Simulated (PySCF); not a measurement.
# From a computed spectrum to the compound

A species of 4 atoms with charge 3 has these harmonic modes (B3LYP, small Gaussian bases with core potentials, PySCF 2.14.0):

| cm⁻¹ | km/mol | symmetry |
| --- | --- | --- |
| 436 | 24.7 | a1 |
| 661 | 92.5 | b2 |
| 732 | 419.6 | b1 |
| 1650 | 150.9 | a1 |
| 3383 | 786.5 | a1 |
| 3396 | 522.8 | b2 |

Task: Which species is it, and in which structure?

Result: [Pr(H2O)]3+ (singlet in the valence; each metal's 4f electrons, 2 of them, lie in its core potential, out of spins and levels):
```xyz
4

Pr    0.0000    0.0000   -0.2682
O     0.0000    0.0000    2.0281
H     0.7804    0.0000    2.6576
H    -0.7804    0.0000    2.6576
```
Ideal gas at 298.15 K and 1 bar: S = 268.4 J/(mol K), Cp = 46.3 J/(mol K), H − H(0 K) = 11.2 kJ/mol (rigid rotor, harmonic modes, spin degeneracy alone, that of the 4f electrons in the core included). An lcecp potential fixes the number of 4f electrons, so in runs with it no electron can move into or out of that shell.
 Other answers can fit too; this one was computed.
